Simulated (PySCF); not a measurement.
H2Pb2, SMILES [PbH]#[PbH].

Coordinates come from a PBE0-D3(BJ)/def2-TZVP optimisation. The def2 effective core potentials stand for the cores of Pb; spin–orbit coupling is left out.

The numbers are results of TDA-PBE/def2-TZVPD run with PySCF, not measurements.

Vertical excitations. Isolated molecule, no solvent. State labels are in the subgroup C2v.

Q: Estimate the UV-visible absorptions. (Estimate from the structure and the level; the computed values follow.)

A: 
| state | symmetry | energy (eV) | λ (nm) | f | main pairs |
|---|---|---|---|---|---|
| S1 | A2 | 1.71 | 723 | 0.000 | HOMO→LUMO 100 % |
| S2 | B2 | 2.31 | 536 | 0.025 | HOMO→LUMO+1 88 % |
| S3 | B1 | 3.27 | 379 | 0.001 | HOMO→LUMO+2 100 % |
| S4 | A1 | 3.36 | 369 | 0.056 | HOMO→LUMO+3 100 % |
| S5 | B2 | 3.77 | 329 | 0.307 | HOMO→LUMO+4 81 % |
| S6 | A2 | 4.33 | 287 | 0.000 | HOMO−1→LUMO 99 % |
| S7 | B2 | 4.65 | 267 | 0.036 | HOMO−1→LUMO+1 71 %, HOMO−2→LUMO 25 % |
| S8 | A1 | 4.98 | 249 | 0.280 | HOMO→LUMO+5 90 % |
| S9 | A2 | 5.05 | 246 | 0.000 | HOMO−2→LUMO+1 99 % |
| S10 | A1 | 5.19 | 239 | 0.023 | HOMO→LUMO+6 92 % |
| T1 | A2 | 1.35 | 921 | 0 | HOMO→LUMO 100 % |
| T2 | B2 | 1.35 | 916 | 0 | HOMO→LUMO+1 99 % |
| T3 | B1 | 2.99 | 415 | 0 | HOMO→LUMO+2 100 % |
| T4 | B2 | 3.12 | 398 | 0 | HOMO→LUMO+4 99 % |
Triplets are in the Tamm–Dancoff approximation.
